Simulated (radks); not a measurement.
Effect of the nuclear size on neutral molybdenum, [Kr] 4d5 5s1. All-electron calculation, Dirac Kohn-Sham, exchange-only LDA, spin-unpolarised, spherical densities, finite nucleus; open shells are shared between the two j in proportion to 2j + 1; Fermi nuclear charge, rms radius 4.4091 fm. Program: a radial shooting solver on a logarithmic mesh with Libxc functionals. The rms radius is varied about that value; shifts are against it.

| rms radius (fm) | total energy shift (eV) | density at nucleus (e/bohr^3) | 1s1/2 shift (meV) | 2s1/2 shift (meV) | 4s1/2 shift (meV) |
|---|---|---|---|---|---|
| 3.9329 | -0.302 | 9.158e+04 | -128 | -13.7 | -0.400 |
| 3.9858 | -0.270 | 9.145e+04 | -114 | -12.2 | -0.357 |
| 4.4091 | 0 | 9.046e+04 | 0.000 | 0.000 | 0.000 |
| 4.6736 | 0.181 | 8.989e+04 | 76.6 | 8.20 | 0.239 |
| 4.9779 | 0.401 | 8.928e+04 | 170 | 18.1 | 0.530 |

Slopes of the eigenvalues against <r^2> in GHz/fm^2, as finite differences over the two radii next to the reference (eigenvalue slopes, not the field-shift constants of lines): 1s1/2 7750, 2s1/2 829, 4s1/2 24.2.
